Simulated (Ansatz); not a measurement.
One change: `[CH3][Zr]([NH2])([OH])[OH]` becomes `[CH3][Zr]([NH2])([OH])[F]`.

Ansatz, PBE0-D4/def2-TZVP geometries, multiplicity 1. Each molecule was computed in one conformer, which needn't be the lowest.

Elements past krypton have def2 core potentials.

```
                                        property  `[CH3][Zr]([NH2])([OH])[OH]`
             HOMO energy (B3LYP/def2-TZVPP) / eV                         -6.64
size of the dipole moment (B3LYP/def2-TZVPP) / D                          2.15
             HOMO–LUMO gap (PBE/def2-TZVPP) / eV                          4.79
           HOMO energy (ωB97M-V/def2-TZVPP) / eV                         -9.19
              LUMO energy (PBE0/def2-TZVPP) / eV                         -0.10
           LUMO energy (ωB97M-V/def2-TZVPP) / eV                          0.75
```

**Question.** Give the same properties after the change, and the shifts. (Estimate.)

**Answer.** Ansatz gave: 
```csv
property,`[CH3][Zr]([NH2])([OH])[F]`,shift
HOMO energy (B3LYP/def2-TZVPP) / eV,-7.03,-0.39
size of the dipole moment (B3LYP/def2-TZVPP) / D,2.22,0.07
HOMO–LUMO gap (PBE/def2-TZVPP) / eV,4.68,-0.11
HOMO energy (ωB97M-V/def2-TZVPP) / eV,-9.57,-0.38
LUMO energy (PBE0/def2-TZVPP) / eV,-0.29,-0.19
LUMO energy (ωB97M-V/def2-TZVPP) / eV,0.68,-0.07
```

With PBE0 the HOMO falls by 0.39 eV and the LUMO falls by 0.19 eV, so the gap widens by about 0.20 eV. PBE moves the HOMO by -0.38 eV and ωB97M-V by -0.38 eV. The zero-point energy changes by -27.3 kJ/mol with -3 modes. Dipoles are sizes alone; their direction can turn.

B3LYP here is the variant with VWN-RPA as its local correlation; programs differ in this.
